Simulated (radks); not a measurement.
Results of a calculation; reference values are marked as such.
Problem. These are the eigenvalues of the occupied orbitals of an atom or ion with whole-number occupations (eV). Code: a radial shooting solver on a logarithmic mesh with Libxc functionals. Model: scalar-relativistic Kohn-Sham, PBE, spin-polarised, spherical densities, point nucleus.

orbital  eigenvalue
1s up     -32985.07
1s down   -32985.04
2s up     -5096.257
2s down   -5096.244
2p up     -4573.946
2p down   -4573.921
3s up     -1028.577
3s down   -1028.551
3p up     -859.3414
3p down   -859.3115
3d up     -605.9578
3d down   -605.9292
4s up     -180.6039
4s down   -180.5418
4p up     -127.5791
4p down   -127.5157
4d up      -50.3069
4d down    -50.2070
5s up      -17.6906
5s down    -17.0737
5p up       -7.3731
5p down     -6.7485

Which element is it, and in what charge state? The configuration may be excited. Open shells, if any, are filled with parallel spins first.

Solution. Z = 53, iodine, charge 0: I in [Kr] 4d10 5s2 5p5. The list shows which subshells hold electrons but not how many an open one holds; the 1s level, -1212.2 hartree, gives Z - s = 49.2 by -(Z - s)^2/2, which with screening and relativity narrows Z to a few neighbours, and the depths of the outer levels then fix element, charge and occupations together.
